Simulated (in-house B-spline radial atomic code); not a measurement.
**Ionising Sm III (Sm2+) with different functionals**

Computed with a B-spline radial code for spherical atoms: four-component Dirac-Coulomb Hamiltonian, Fermi nucleus of rms radius 5.0819 fm, spin-restricted, spherical fractional occupations for the functionals. The ionisation energy is the difference of two self-consistent energies, [Xe] 4f6 → [Xe] 4f5, without Breit or QED terms; ε is the level of the shell that loses the electron (mean over j). The electron is taken from both j subshells in proportion to 2j + 1, so the result is a j average, not the step between ground levels.

Hybrids are left out here: with spherical fractional occupations of an open shell their exact exchange keeps a self-interaction that integer-occupation calculations don't have.

| method | rung | ΔSCF (eV) | -ε(4f) (eV) |
| --- | --- | --- | --- |
| LDA VWN5 | LDA | 24.10 | 15.99 |
| relativistic LDA | LDA | 24.23 | 16.10 |
| LDA PW92 | LDA | 24.09 | 15.98 |
| LDA exchange-only | LDA | 22.41 | 14.41 |
| PBE | GGA | 23.78 | 15.69 |
| PBEsol | GGA | 23.82 | 15.72 |
| BLYP | GGA | 23.62 | 15.56 |
| RPBE | GGA | 23.72 | 15.64 |
| PW91 | GGA | 23.87 | 15.78 |
| BP86 | GGA | 23.87 | 15.77 |
| AM05 | GGA | 23.84 | 15.73 |
| OLYP | GGA | 24.08 | 15.92 |

How do they compare with the NIST value?

NIST lists 23.55 eV ± 0.08 (semi-empirical, ground level to ground level). Errors run from -1.14 to +0.68 eV; BLYP is closest (+0.07 eV), but part of that can be cancellation, since the calculations leave out Breit-QED terms, spin polarisation, the choice among j levels, multiplet and fine-structure energies.
